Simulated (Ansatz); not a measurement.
`F[Si](F)([SiH3])Br` + HBr → `F[Si](F)(Br)Br` + SiH₄  (cleavage of the Si–Si bond)

Isolated molecules relaxed with PBE0-D4/def2-TZVP in Ansatz; ΔE leaves out vibrations. CBS: MP2 limit from def2 TZ/QZ plus the TZ coupled-cluster correction, frozen cores. This one scheme is used for every species. DFT in def2-TZVPP. For Br outer-core shells are correlated without core-valence functions, which leaves a few kJ/mol of doubt a bond. Scalar relativity is left out up to krypton.

```tsv
level	ΔE (kJ/mol)
BLYP-D4	-79.8
B97M-V	-88.5
CAM-B3LYP-D4	-86.3
r2SCAN	-88.2
BHLYP	-91.4
CAM-B3LYP	-86.6
HF/def2-TZVPP	-99.3
HF/CBS(def2)	-99.8
```

Task: What does CCSD(T)/CBS give? (An estimate is asked.)

Result: The calculation gave: -90.6 kJ/mol. The listed levels differ from it by 10.8, 2.1, 4.3, 2.4, -0.8, 4.0, -8.7, -9.2 kJ/mol.

Largest T1 diagnostic among the species: 0.011.

At CCSD(T), def2-SVP lies +6.2 kJ/mol from the extrapolated value and def2-TZVPP +2.5 kJ/mol. Leaving LDA and LC-ωPBE aside and taking each functional with its dispersion term where it has one, the values, not all of them listed here, spread over 18.4 kJ/mol, from ωB97M-V to PBE-D4. From BLYP to BHLYP (50 % exact exchange), in def2-TZVPP and without D4, ΔE moves by −12.7 kJ/mol.
